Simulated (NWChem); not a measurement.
Molecule: CH$_{6}$CuNS; SMILES C[S][Cu]<-[NH3]

```xyz
10

Cu     0.1243    -0.6001     0.0021
S      0.6347     1.4760     0.0008
C     -0.9959     2.3000    -0.0001
H     -1.5898     2.0614    -0.8959
H     -0.8238     3.3875     0.0038
H     -1.5939     2.0557     0.8915
N     -0.2491    -2.5283     0.0021
H     -0.3188    -2.9108     0.9465
H      0.4856    -3.0536    -0.4748
H     -1.1249    -2.7531    -0.4726
```
Atoms are numbered in this order, from 1.

Structure relaxed at the PBE0/def2-SVP level. Not confirmed as a minimum by frequencies.

Problem. Give the principal values of the shielding tensors (ppm) of Cu1, S2, C3, N7 from PBE0/pcSseg-1, GIAO (NWChem), with their diamagnetic and paramagnetic parts as GIAO splits them.

Solution. 
```
atom    σ11    σ22     σ33  isotropic  diamagnetic  paramagnetic
----  -----  -----  ------  ---------  -----------  ------------
Cu1   251.4  403.1  2331.4      995.3       2403.7       -1408.4
S2    617.2  668.6   986.8      757.5       1056.4        -298.9
C3    162.7  164.3   188.9      172.0        250.4         -78.4
N7    237.1  271.8   272.4      260.4        313.5         -53.1
```
